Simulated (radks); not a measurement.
All-electron atom: the neon ion Ne4+ in [He] 2p4 (not the ground configuration). Calculated with a radial shooting solver on a logarithmic mesh with Libxc functionals: non-relativistic Kohn-Sham, r2SCAN, spin-polarised, spherical densities, point nucleus; open shells are filled with parallel spins first; meta-GGA in the generalised Kohn-Sham scheme.

Normalised radial functions P(r) = r R(r), r in bohr:

```
   r/bohr * 1s up, o 2p up, + 2p down (the largest magnitude, 2.26, reaches the edge; | marks zero, & curves that meet)
 0.006127 &        *
 0.007483 &         *
  0.00914 &           *
  0.01116 &              *
  0.01363 &                 *
  0.01665 &                    *
  0.02018 &                       *
  0.02465 &                           *
   0.0301 |&                               *
  0.03677 |&                                    *
  0.04491 |&                                        *
  0.05485 | &                                            *
    0.067 |  &                                               *
  0.08183 |   &                                                 *
  0.09995 |     &                                                *
   0.1221 |      +o                                             *
   0.1491 |         &                                        *
   0.1821 |            &                               *
   0.2207 |               &                     *
   0.2695 |                  +o        *
   0.3292 |                    *+o
   0.4021 |            *           +o
   0.4911 |      *                   +o
   0.5998 |  *                       +o
   0.7326 |*                       +o
   0.8948 *                     &
    1.093 *               o+
    1.335 *          o+
     1.63 *     o+
    1.991 *  &
    2.432 *&
```

1s up: eigenvalue -955.16 eV, 0 radial nodes, <r> = 0.158 bohr, 90 % of the charge inside 0.283 bohr. 2p up: eigenvalue -110.88 eV, 0 radial nodes, <r> = 0.709 bohr, 90 % of the charge inside 1.16 bohr. 2p down: eigenvalue -101.16 eV, 0 radial nodes, <r> = 0.734 bohr, 90 % of the charge inside 1.21 bohr.
